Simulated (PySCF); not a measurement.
**NMR problem set**

PySCF 2.14.0 with density-fitted response routines calculation with shieldings: GIAO PBE0/pcSseg-1 and structure optimised with GFN2-xTB; no solvent, single conformer, fast rotation and ring inversion assumed for equivalent nuclei, non-relativistic Hamiltonian.

Chemical shifts δ = σref − σ; TMS for ¹H and ¹³C, all at this level. Splittings of carbon signals by F and P are missing where no couplings were computed. Where no couplings were computed, multiplicities follow the n + 1 count of equivalent neighbours, and m marks all less simple cases (inequivalent or close neighbours, rings, F or P nearby). Shifts are as computed. Against solution values, carbons near 30 ppm lie about +3 ppm off and those near 130 ppm about +5 ppm. Of 1211 compounds with measured shifts, 218 miss one by over three times the rms of a fit or turn the order of signals round; such compounds aren't used in these exercises.

Task: C4H7FOSi. ¹H NMR (400 MHz, computed): δ 6.21 (br s, 1H), 5.98 (br s, 1H), 4.98 (m, 1H), 4.55 (m, 1H), 4.34 (m, 1H), 1.49 (m, 1H), 1.42 (m, 1H). ¹³C{¹H} NMR (computed): δ 142.8 (C), 114.7 (CH2), 50.7 (CH), 16.1 (CH2). Give a structure.

Result: SMILES C=C1C[C@H]1O[SiH2]F. Rings plus π bonds: 2 (1 ring in the answer). 4 carbon signals for 4 carbons: no two carbons are equivalent. Carbon types of the structure: 1 × C, 1 × CH, 2 × CH2, leaving 2 H on heteroatoms. δC 142.8: fully substituted alkene carbon; as expected for a trigonal carbon in a double bond. δC 114.7: terminal =CH2 carbon; as expected for a trigonal carbon in a double bond. δC 50.7, 16.1: three-membered-ring carbon. δH 4.34, 1.49, 1.42: hydrogen on a three-membered-ring carbon.

The data come from this structure; uniqueness wasn't tested.

Task: C8H9P. ¹H NMR (300 MHz, computed): δ 8.94 (m, 1H), 7.70 (m, 2H), 7.67 (m, 2H), 7.63 (m, 1H), 2.11 (m, 3H). ¹³C{¹H} NMR (computed): δ 201.1 (CH), 149.3 (C), 138.1 (CH), 133.8 (CH), 133.8 (CH), 24.9 (CH3). What is it?

Result: SMILES C1=CC=C(/P=C\C)C=C1. 6 carbon signals for 8 carbons: some carbons are equivalent by symmetry or fast rotation. Carbon types of the structure: 1 × C, 6 × CH, 1 × CH3, which accounts for all hydrogens. δC 201.1: carbon double-bonded to a heavier main-group atom. δC 149.3: substituted aromatic carbon. δC 138.1, 133.8, 133.8: aromatic CH; the aromatic region. δH 8.94: hydrogen on a carbon double-bonded to a heavier main-group atom.

The data come from this structure; uniqueness wasn't tested.
